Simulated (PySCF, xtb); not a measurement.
MoO₂FBr, SMILES [Br][Mo](=[O])([F])=[O], multiplicity 1.

GFN2-xTB run with xtb 6.7.1 at its own geometry gives an orbital gap of 3.42 eV and a dipole moment of 2.90 D.

Geometry optimised at B3LYP-D3(BJ)/def2-SVP. The spin state was assumed, not searched. The structure was generated by enumeration; whether it is a known compound was not checked. The def2 effective core potentials stand for the cores of Mo; spin–orbit coupling is left out.

Question: What does CAM-B3LYP/def2-TZVP run with PySCF give? (The exact figures need the calculation; the answer reports its results.)

Answer: gap 8.06 eV (levels -10.79 and -2.73 eV), dipole 1.28 D.
